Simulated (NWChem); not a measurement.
System: CH₃OS anion

NWChem input:

```
start job
memory heap 200 mb stack 900 mb global 1100 mb
charge -1
geometry units angstroms
  C     -1.513142     0.350312     0.065070
  S      0.139258    -0.472274    -0.151977
  O      1.202708     0.589340     0.236173
  H     -1.640205     0.660461     1.102136
  H     -2.266703    -0.385988    -0.204324
  H     -1.583542     1.220376    -0.586737
end
basis spherical
  * library def2-svpd
end
dft
  xc b3lyp
  iterations 150
end
driver
  maxiter 120
end
task dft optimize
task dft freq
```

Excerpt of the output:

```
             Northwest Computational Chemistry Package (NWChem) 7.3.0
             --------------------------------------------------------

 CS  symmetry detected

                             Geometry "geometry" -> ""
                             -------------------------

 Output coordinates in angstroms (scale by  1.889725989 to convert to a.u.)

  No.       Tag          Charge          X              Y              Z
 ---- ---------------- ---------- -------------- -------------- --------------
    1 C                    6.0000     0.37504247     1.42027451     0.00000000
    2 S                   16.0000    -0.52612254    -0.20517450     0.00000000
    3 O                    8.0000     0.56934681    -1.30451863     0.00000000
    4 H                    1.0000     0.99861031     1.49928617     0.89008527
    5 H                    1.0000    -0.38428935     2.19872172     0.00000000
    6 H                    1.0000     0.99861031     1.49928617    -0.89008527

 Effective nuclear repulsion energy (a.u.)     104.3437949954

      Symmetry information
      --------------------

 Group name             Cs
 Group number              2
 Group order               2
 No. of unique centers     5

                                Z-matrix (autoz)
                                --------

 Units are Angstrom for bonds and degrees for angles

      Type          Name      I     J     K     L     M      Value
      ----------- --------  ----- ----- ----- ----- ----- ----------
    1 Stretch                  1     2                       1.85854
    2 Stretch                  1     4                       1.08965
    3 Stretch                  1     5                       1.08746
    4 Stretch                  1     6                       1.08965
    5 Stretch                  2     3                       1.55197
    6 Bend                     1     2     3               106.09673
    7 Bend                     2     1     4               109.93145
    8 Bend                     2     1     5               106.70776
    9 Bend                     2     1     6               109.93145
   10 Bend                     4     1     5               110.34582
   11 Bend                     4     1     6               109.54263
   12 Bend                     5     1     6               110.34582
   13 Torsion                  3     2     1     4         -60.33135
   14 Torsion                  3     2     1     5         180.00000
   15 Torsion                  3     2     1     6          60.33135

                           NWChem Geometry Optimization
                           ----------------------------

 maximum gradient threshold         (gmax) =   0.000450
 rms gradient threshold             (grms) =   0.000300
 maximum cartesian step threshold   (xmax) =   0.001800
 rms cartesian step threshold       (xrms) =   0.001200
 fixed trust radius                (trust) =   0.300000
 source of zmatrix                         =   autoz

          -------------------
          Energy Minimization
          -------------------

 Using diagonal initial Hessian
 Scaling for Hessian diagonals: bonds = 1.00  angles = 0.25  torsions = 0.10

          --------
          Step   0

                                 NWChem DFT Module
                                 -----------------

 Summary of "ao basis" -> "ao basis" (spherical)
 ------------------------------------------------------------------------------
       Tag                 Description            Shells   Functions and Types
 ---------------- ------------------------------  ------  ---------------------
 C                         def2-svpd                 8       20   4s2p2d
 S                         def2-svpd                11       27   5s4p2d
 O                         def2-svpd                 9       23   4s3p2d
 H                         def2-svpd                 4        8   2s2p

      Symmetry analysis of basis
      --------------------------

        a'         63
        a"         31

[...]

      ----------------------
      Optimization converged
      ----------------------

  Step       Energy      Delta E   Gmax     Grms     Xrms     Xmax
  ---- ---------------- -------- -------- -------- -------- --------
@    4    -513.13611107 -3.4D-07  0.00004  0.00002  0.00040  0.00071
                                     ok       ok       ok       ok

                                Z-matrix (autoz)
                                --------

 Units are Angstrom for bonds and degrees for angles

      Type          Name      I     J     K     L     M      Value     Gradient
      ----------- --------  ----- ----- ----- ----- ----- ---------- ----------
    1 Stretch                  1     2                       1.84097   -0.00003
    2 Stretch                  1     4                       1.10441   -0.00001
    3 Stretch                  1     5                       1.10480   -0.00001
    4 Stretch                  1     6                       1.10441   -0.00001
    5 Stretch                  2     3                       1.61132    0.00002
    6 Bend                     1     2     3               103.86757   -0.00004
    7 Bend                     2     1     4               110.67089   -0.00002
    8 Bend                     2     1     5               108.30743   -0.00001
    9 Bend                     2     1     6               110.67089   -0.00002
   10 Bend                     4     1     5               109.34901    0.00001
   11 Bend                     4     1     6               108.47441    0.00004
   12 Bend                     5     1     6               109.34901    0.00001
   13 Torsion                  3     2     1     4         -60.14358   -0.00001
   14 Torsion                  3     2     1     5         180.00000   -0.00000
   15 Torsion                  3     2     1     6          60.14358    0.00001

                         Geometry "geometry" -> "geometry"
                         ---------------------------------

 Output coordinates in angstroms (scale by  1.889725989 to convert to a.u.)

  No.       Tag          Charge          X              Y              Z
 ---- ---------------- ---------- -------------- -------------- --------------
    1 C                    6.0000     0.35925291     1.40461542     0.00000000
    2 S                   16.0000    -0.55691365    -0.19220043     0.00000000
    3 O                    8.0000     0.60777305    -1.30568305     0.00000000
    4 H                    1.0000     0.99945288     1.48676835     0.89616390
    5 H                    1.0000    -0.37782006     2.22760680     0.00000000
    6 H                    1.0000     0.99945288     1.48676835    -0.89616390

 Effective nuclear repulsion energy (a.u.)     102.8632061357

      Symmetry information
      --------------------

 Group name             Cs
 Group number              2
 Group order               2
 No. of unique centers     5

[...]

 Rotational Constants
 --------------------
 A=   0.801218 cm-1  (  1.152749 K)
 B=   0.268220 cm-1  (  0.385901 K)
 C=   0.209016 cm-1  (  0.300721 K)

 Temperature                      =   298.15K
 frequency scaling parameter      =   1.0000

 Zero-Point correction to Energy  =   24.145 kcal/mol  (  0.038477 au)
 Thermal correction to Energy     =   26.753 kcal/mol  (  0.042633 au)
 Thermal correction to Enthalpy   =   27.345 kcal/mol  (  0.043577 au)

 Total Entropy                    =   65.858 cal/mol-K
   - Translational                =   38.323 cal/mol-K (mol. weight =  62.9905)
   - Rotational                   =   23.090 cal/mol-K (symmetry #  =        1)
   - Vibrational                  =    4.444 cal/mol-K

 Cv (constant volume heat capacity) =   12.390 cal/mol-K
   - Translational                  =    2.979 cal/mol-K
   - Rotational                     =    2.979 cal/mol-K
   - Vibrational                    =    6.431 cal/mol-K

[normal modes left out]

 ----------------------------------------------------------------------------
 Normal Eigenvalue ||           Projected Infra Red Intensities
  Mode   [cm**-1]  || [atomic units] [(debye/angs)**2] [(KM/mol)] [arbitrary]
 ------ ---------- || -------------- ----------------- ---------- -----------
    1        0.000 ||    0.000002           0.000         0.002       0.001
    2        0.000 ||    0.018455           0.426        17.991       6.565
    3        0.000 ||    0.021703           0.501        21.157       7.721
    4        0.000 ||    0.006179           0.143         6.023       2.198
    5        0.000 ||    0.003840           0.089         3.743       1.366
    6        0.000 ||    0.012856           0.297        12.533       4.574
    7      211.802 ||    0.000034           0.001         0.033       0.012
    8      285.266 ||    0.003266           0.075         3.184       1.162
    9      629.168 ||    0.010520           0.243        10.255       3.742
   10      835.504 ||    0.153530           3.542       149.669      54.618
   11      903.975 ||    0.006831           0.158         6.659       2.430
   12      921.097 ||    0.019184           0.443        18.701       6.825
   13     1246.418 ||    0.003854           0.089         3.757       1.371
   14     1390.329 ||    0.000953           0.022         0.929       0.339
   15     1439.018 ||    0.007208           0.166         7.027       2.564
   16     2955.518 ||    0.134436           3.102       131.054      47.825
   17     3024.374 ||    0.038619           0.891        37.648      13.739
   18     3055.033 ||    0.064510           1.488        62.888      22.949
 ----------------------------------------------------------------------------
```

Level: B3LYP/def2-SVPD. The highest occupied level is positive, so the extra electron may be held by the finite basis. B3LYP is NWChem's, with the RPA form of VWN correlation.
